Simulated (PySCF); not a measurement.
B3LYP has the VWN-RPA correlation part, as in Gaussian. 

Cartesian coordinates (Å):
SMILES: [H]/N=C(/C)O
```xyz
9

C     -1.1853    -0.0388     0.0351
C      0.3027     0.0949    -0.0204
N      0.8798     1.2077    -0.1844
O      0.9021    -1.1252     0.1284
H     -1.6455     0.9371    -0.0844
H     -1.5285    -0.7105    -0.7537
H     -1.4846    -0.4765     0.9890
H      1.8974     1.1325    -0.1999
H      1.8619    -1.0212     0.0903
```
Charge 0, multiplicity 1.

Task: What HOMO–LUMO gap, LUMO, dipole moment, total energy and HOMO does B3LYP-D3(BJ)/def2-TZVP (PySCF 2.14.0) give?

Result: 
The HOMO–LUMO gap comes out as 7.94 eV and the LUMO is 0.25 eV. The dipole moment comes out as 1.69 D and the total energy is -209.2932 Ha. The HOMO is -7.69 eV.
